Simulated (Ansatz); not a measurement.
A search over several starts for the lowest SCF solution of trans-Ti(PH3)2Br4 (TiP2H6Br4) at the given spin, in a small basis.

```yaml
crystal:
  periodic: [false, false, false]
  atoms:
    - {symbol: Br, position_ang: [2.402811, -0.004071, 0.356501]}
    - {symbol: Br, position_ang: [-2.450806, -0.006971, 0.127746]}
    - {symbol: Br, position_ang: [0.016018, 2.400722, -0.311201]}
    - {symbol: Br, position_ang: [0.007949, -2.454453, -0.171234]}
    - {symbol: P, position_ang: [-0.004871, -0.033809, 2.597384]}
    - {symbol: P, position_ang: [-0.028048, 0.015796, -2.597710]}
    - {symbol: Ti, position_ang: [-0.023288, -0.029519, -0.000515]}
    - {symbol: H, position_ang: [0.520135, 1.132111, 3.233920]}
    - {symbol: H, position_ang: [0.803958, -1.020529, 3.238404]}
    - {symbol: H, position_ang: [-1.206223, -0.184174, 3.359561]}
    - {symbol: H, position_ang: [1.180232, 0.439429, -3.232226]}
    - {symbol: H, position_ang: [-0.938738, 0.910928, -3.236306]}
    - {symbol: H, position_ang: [-0.279128, -1.165464, -3.364322]}
basis:
  gaussian: {orbitals: def2-SVP, initial_orbitals: start.molden}
hamiltonian: {xc: pbe, dispersion: d4}
output: {orbitals: {seedname: orbitals}}
```

The file start.molden holds the orbitals of an earlier run on this structure, at another level or in another basis.

```sh
$ ansatz run in.yaml --threads 4 --pin off --events-out ev --progress --plain --max-ram 4787MiB
```

Output, abridged:

```
Functional definition: PBE
2522 factors; their error is unknown
mean field evaluation 1: about -321883.3102 eV, gradient 1.0e-1 eV
mean field evaluation 2: about -321883.0914 eV, gradient 7.7e-5 eV
mean field evaluation 4: about -321863.6911 eV, gradient 7.4e1 eV
mean field -321883.09137401 eV, -11828.9854277994 hartree, gradient 7.7e-5 eV, S^2 0.000000; 1 other end points of the search recorded, 0 dependent functions left out
reference -321883.09144966 eV, -11828.9854305795 hartree; 99, 99 occupied and 126, 126 virtual orbitals, 2522 factors
Total energy: -321883.75403571 eV, -11829.0097801676 hartree
```

It took 3.3 s on 4 threads of Arm Neoverse V2 on a shared host.

Another isomer (singlet) lies 0.35 eV lower at PBE0-D4/def2-TZVP; other spin states weren't run for this one.
